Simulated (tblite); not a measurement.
Species: C₆H₈OSi.
Bonds: C1–C2, C2–O3 (double), C2–C4, C4–C5 (double), C5–C6, C6–C7 (double), C7–Si8, C4–Si8. Hydrogens: H9, H10, H11 on C1; H12 on C5; H13 on C6; H14 on C7; H15, H16 on Si8.

Computed with GFN2-xTB (tblite), gas phase: L-BFGS steps from a force-field or distance-geometry start until the largest atomic force falls under 0.01 eV/Å.

Geometry at step 1:
```
atom  x, y, z in Å
C1     -2.5714   -0.0174   -0.4576
C2     -1.5230    0.0889    0.6379
O3     -1.8363    0.2080    1.7896
C4     -0.1193    0.0315    0.2481
C5      0.4184   -0.1185   -1.0007
C6      1.8702   -0.1438   -1.0516
C7      2.4961   -0.0251    0.1244
Si8     1.2581    0.1454    1.5477
H9     -2.4487    0.8068   -1.1614
H10    -3.5604    0.0451   -0.0093
H11    -2.4821   -0.9741   -0.9754
H12    -0.1659   -0.2066   -1.9014
H13     2.3822   -0.2510   -2.0002
H14     3.5607   -0.0258    0.2992
H15     1.3382   -1.0272    2.4362
H16     1.3757    1.4727    2.1810
```

Problem. What forces act on the atoms?

Solution. 
```csv
atom,Fx (eV/Å),Fy (eV/Å),Fz (eV/Å)
C1,0.020,0.017,0.037
C2,0.182,-0.221,-1.459
O3,-0.215,0.153,1.299
C4,0.265,-0.088,-0.608
C5,-0.192,0.152,0.980
C6,0.046,-0.009,-0.100
C7,0.101,0.043,0.528
Si8,-0.047,0.033,0.032
H9,0.018,-0.169,-0.018
H10,-0.001,0.010,0.002
H11,0.066,0.184,-0.015
H12,-0.005,-0.018,-0.095
H13,-0.096,-0.008,0.008
H14,-0.015,-0.037,-0.457
H15,-0.060,0.244,-0.083
H16,-0.066,-0.285,-0.052
```

The largest, 1.49 eV/Å, acts on C2; the rms over all components is 0.359 eV/Å. The forces sum to zero within rounding, as they must for an isolated molecule in no field.

Problem. Give the force on C2 in Eh/bohr and in nN.

Solution. 1.487 eV/Å ÷ 51.422 = 0.02891 Eh/bohr, and 1.487 eV/Å × 1.602 = 2.38 nN.

Problem. How far is this geometry from the end of the optimisation?

Solution. 0.063 eV above it, and 0.042 Å rms away after alignment. The bonds farthest from their final lengths, with half the difference of the two atoms' forces along the bond (positive lengthens):

```tsv
bond	now (Å)	final (Å)	force along bond (eV/Å)
C4=C5	1.368	1.350	-0.83
C2=O3	1.199	1.217	+1.39
Si8–H16	1.475	1.459	-0.16
Si8–H15	1.473	1.459	-0.12
C1–C2	1.520	1.512	-0.49
C5–H12	1.077	1.081	+0.41
```

The angle farthest from its final value is Si8–C7–H14, 121.6° against 128.0°.

Of the 4 listed bonds off by 0.010 Å or more, this force points towards the final length in 4.

The cost below is that of the whole relaxation. On Arm Neoverse N1, one thread (shared host), this took 0.42 s wall.
